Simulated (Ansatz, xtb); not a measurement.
## Relative energy of two isomers of C6H9NO

Structure X is `NC1=CCCC(O)=C1`, a singlet and structure Y is `NC1=C(O)C=CCC1`, a singlet. Both are isolated molecules in the gas phase, relaxed with PBE-D3(BJ)/def2-SVP; the shapes shown needn't be the lowest conformers.

X (Å):

```xyz
17

C    -0.7382   -0.7279    0.6211
C     0.2654   -0.0466    1.2517
C     0.8533    1.1827    0.6027
C     0.9112    1.0434   -0.9247
C    -0.3906    0.5170   -1.4679
C    -1.1593   -0.3302   -0.7307
N    -1.4799   -1.7619    1.2055
O    -0.6623    0.9163   -2.7378
H    -1.0757   -2.1245    2.0723
H    -1.7112   -2.5266    0.5648
H     0.5731   -0.3264    2.2716
H     1.8712    1.3870    0.9920
H     0.2439    2.0871    0.8558
H     1.7161    0.3274   -1.2165
H     1.1485    2.0073   -1.4180
H    -1.4927    0.4865   -3.0221
H    -2.1017   -0.7378   -1.1343
```

Y (Å):

```json
{"atom": "C", "x (Å)": "-1.0725", "y (Å)": "0.0593", "z (Å)": "0.0855"}
{"atom": "C", "x (Å)": "-0.6774", "y (Å)": "0.7412", "z (Å)": "-1.0362"}
{"atom": "C", "x (Å)": "0.6995", "y (Å)": "0.6869", "z (Å)": "-1.5015"}
{"atom": "C", "x (Å)": "1.6796", "y (Å)": "0.1404", "z (Å)": "-0.7370"}
{"atom": "C", "x (Å)": "1.3458", "y (Å)": "-0.3629", "z (Å)": "0.6479"}
{"atom": "C", "x (Å)": "-0.0950", "y (Å)": "-0.8836", "z (Å)": "0.7484"}
{"atom": "N", "x (Å)": "-2.4237", "y (Å)": "0.0638", "z (Å)": "0.4748"}
{"atom": "O", "x (Å)": "-1.5798", "y (Å)": "1.4685", "z (Å)": "-1.7876"}
{"atom": "H", "x (Å)": "-2.5923", "y (Å)": "-0.3701", "z (Å)": "1.3855"}
{"atom": "H", "x (Å)": "-2.8394", "y (Å)": "1.0030", "z (Å)": "0.4582"}
{"atom": "H", "x (Å)": "-2.4369", "y (Å)": "0.9999", "z (Å)": "-1.7147"}
{"atom": "H", "x (Å)": "0.9072", "y (Å)": "1.1217", "z (Å)": "-2.4916"}
{"atom": "H", "x (Å)": "2.7262", "y (Å)": "0.1348", "z (Å)": "-1.0777"}
{"atom": "H", "x (Å)": "2.0552", "y (Å)": "-1.1516", "z (Å)": "0.9708"}
{"atom": "H", "x (Å)": "1.4792", "y (Å)": "0.4831", "z (Å)": "1.3681"}
{"atom": "H", "x (Å)": "-0.3683", "y (Å)": "-1.0336", "z (Å)": "1.8150"}
{"atom": "H", "x (Å)": "-0.1703", "y (Å)": "-1.8886", "z (Å)": "0.2642"}
```

Quicker runs give these differences E(Y) − E(X): GFN2-xTB +0.200 eV; HF/STO-3G +0.196 eV (at GFN2-xTB geometries); r2SCAN-D4/def2-SVP +0.228 eV (at GFN2-xTB geometries).

Estimate E(Y) − E(X) at the level CCSD(T)/def2-SVP + ΔMP2/def2-TZVPP.

Calculated at CCSD(T)/def2-SVP + ΔMP2/def2-TZVPP: E(Y) − E(X) = +0.150 eV, so structure X lies lower.

Level by level:

```tsv
level	geometry	E(Y) − E(X) (eV)	departure from the last row (eV)	job, with rough time for the two
GFN2-xTB	GFN2-xTB	+0.200	+0.050	optimisation, 0.71 s
HF/STO-3G	GFN2-xTB	+0.196	+0.046	single point, 2.2 s
r2SCAN-D4/def2-SVP	GFN2-xTB	+0.228	+0.078	single point, 13 s
PBE-D3(BJ)/def2-SVP	PBE-D3(BJ)/def2-SVP	+0.191	+0.041	optimisation, 87 s
HF/def2-SVP	PBE-D3(BJ)/def2-SVP	+0.277	+0.127	part of the CCSD(T) run
MP2/def2-SVP	PBE-D3(BJ)/def2-SVP	+0.180	+0.029	part of the CCSD(T) run
CCSD(T)/def2-SVP	PBE-D3(BJ)/def2-SVP	+0.165	+0.015	single point
CCSD(T)/def2-SVP + ΔMP2/def2-TZVPP	PBE-D3(BJ)/def2-SVP	+0.150		single point, 6.5 min
```

As drawn, both hold the same kinds of bond in the same numbers.

None of the levels shown reverses the order. The largest departure from CCSD(T)/def2-SVP + ΔMP2/def2-TZVPP is that of HF/def2-SVP, 0.127 eV. The last row adds to CCSD(T) the change of the MP2 difference between the two basis sets, here −0.015 eV.

With thermal terms from frequencies at re-optimised GFN2-xTB minima (ideal gas, soft modes damped towards free rotors, one conformer each, 298.15 K, 1 atm): the zero-point term adds −0.010 eV; ΔH is +0.148 and ΔG +0.133 eV.

The correlated steps freeze 8 core orbitals. Run with Ansatz 0.2.0, xtb 6.7.1; the last row on 2 threads of Intel(R) Xeon(R) Processor @ 2.50GHz (Skylake/Cascade Lake) on a shared host.
